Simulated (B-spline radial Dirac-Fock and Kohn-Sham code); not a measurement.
## Total and shell-resolved photoionisation of Cu²⁸⁺

System: the Cu²⁸⁺ ion, configuration 1s1.

The computed values come from a radial finite-basis atomic code: relativistic photoionisation of the one electron in the potential of the finite nucleus, all multipoles.

Computed thresholds (eV): K 11567.7.

| photon energy (eV) | total (b) | K (%) |
| --- | --- | --- |
| 13300 | 5009 | 100.0 |
| 15000 | 3615 | 100.0 |
| 23200 | 1073 | 100.0 |
| 40000 | 221.5 | 100.0 |
| 150000 | 4.066 | 100.0 |
| 154000 | 3.753 | 100.0 |

Q: With what power of the photon energy does the total fall between 150000 and 154000 eV?

A: As E^-3.05. The non-relativistic Born limit for an s electron far above threshold is E^-3.5; near threshold and at relativistic energies the fall is slower.
